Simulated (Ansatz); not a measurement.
System: GeO, charge 0, multiplicity 1. SMILES: [O]=[Ge]
Structure (B3LYP-D3(BJ)/def2-TZVP (Ansatz, a quantum-chemistry and plane-wave program) minimum search):
```
Ge
O 1 1.6325
```

Quantity: vertical electron affinity (to the doublet state of charge -1; a negative value means that the extra electron is unbound and the number depends on the basis; each state is the SCF solution reached for its spin; for the singlet T1 is 0.030), in eV. Correlated levels leave the core frozen unless marked. UHF or UKS for open shells. No spin-orbit coupling. The frozen core is the preceding noble-gas configuration, with the filled d and f shells of earlier blocks. No relativistic terms. Anions need diffuse functions: aug- sets have them; def2-D sets add few. CBS marks a two-point X^-3 extrapolation of the correlation energy; Hartree-Fock from the larger set.

| level | program | vertical electron affinity (eV) |
|---|---|---|
| PBE/def2-TZVPD | Ansatz | 0.00 |

### Question
Predict the CCSD(T)/CBS(aug-cc-pVTZ,aug-cc-pVQZ) result (Ansatz).

### Answer
0.17 eV, so PBE/def2-TZVPD differs from it by -0.17 eV.
